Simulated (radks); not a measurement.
Initial-state core-level shifts of the ruthenium ion Ru3+ when its valence configuration changes from [Kr] 4d5. Method: scalar-relativistic Kohn-Sham, PBE, spin-unpolarised, spherical densities, finite nucleus; Fermi nuclear charge, rms radius 4.4809 fm; computed with a radial shooting solver on a logarithmic mesh with Libxc functionals. Shifts are changes of the shell-averaged eigenvalues in eV (positive: less bound); the change of the density at the nucleus, which sets a Mossbauer isomer shift, is in e/bohr^3, on a base of 1.125e+05.

valence           1s       2s       2p       4p  density at nucleus
4d4 5p1       -6.632   -7.002   -6.976   -5.716               +4.53
4d4 5s1       -5.473   -5.851   -5.830   -4.595              +34.07
4d4.5 5p0.5   -3.276   -3.453   -3.441   -2.849               +2.15
4d4.5 5s0.5   -2.691   -2.873   -2.863   -2.280              +16.40
4d3 5p2      -13.555  -14.353  -14.299  -11.468               +9.94
4d3 5s1 5p1  -12.433  -13.232  -13.184  -10.397              +41.91
4d2 5s1 5p2  -19.646  -20.926  -20.848  -16.187              +50.64
4d3 5s2      -11.293  -12.095  -12.053   -9.307              +73.21
